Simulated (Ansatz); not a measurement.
The same molecule with X = B, Al, Ga. Ansatz, PBE0-D4/def2-TZVP geometries, multiplicity 1.

Scalar relativity is left out up to krypton.

```json
{"X": "B", "molecule": "`FB(Cl)Br`", "mean X–Br bond length / Å": "1.903", "mean X–Cl bond length / Å": "1.737", "mean X–F bond length / Å": "1.309", "HOMO–LUMO gap (B3LYP/def2-TZVPP) / eV": "7.20", "HOMO–LUMO gap (ωB97M-V/def2-TZVPP) / eV": "12.06", "HOMO–LUMO gap (PBE/def2-TZVPP) / eV": "5.36"}
{"X": "Al", "molecule": "`[F][Al]([Cl])[Br]`", "mean X–Br bond length / Å": "2.220", "mean X–Cl bond length / Å": "2.066", "mean X–F bond length / Å": "1.633", "HOMO–LUMO gap (B3LYP/def2-TZVPP) / eV": "7.12", "HOMO–LUMO gap (ωB97M-V/def2-TZVPP) / eV": "11.64", "HOMO–LUMO gap (PBE/def2-TZVPP) / eV": "5.52"}
```

Question: Give the row for X = Ga, `[F][Ga]([Cl])[Br]`. (An estimate is asked.)

Answer: Ansatz gave: 
```
 X             molecule  mean X–Br bond length / Å  mean X–Cl bond length / Å  mean X–F bond length / Å  HOMO–LUMO gap (B3LYP/def2-TZVPP) / eV  HOMO–LUMO gap (ωB97M-V/def2-TZVPP) / eV  HOMO–LUMO gap (PBE/def2-TZVPP) / eV
Ga  `[F][Ga]([Cl])[Br]`                      2.246                      2.107                     1.735                                   6.48                                    11.29                                 4.83
```

From B to Ga the mean X–Br bond length rises at each step, by 0.343 Å in all; the mean X–Cl bond length rises at each step, by 0.370 Å in all; the mean X–F bond length rises at each step, by 0.426 Å in all; the HOMO–LUMO gap (B3LYP/def2-TZVPP) falls at each step, by 0.72 eV in all; the HOMO–LUMO gap (ωB97M-V/def2-TZVPP) falls at each step, by 0.77 eV in all; the HOMO–LUMO gap (PBE/def2-TZVPP) isn't monotonic: highest at Al, lowest at Ga.

B3LYP here is the variant with VWN-RPA as its local correlation; programs differ in this.

Spin–orbit coupling is left out; it splits and shifts lone-pair levels of the heavy atoms by tenths of an eV.
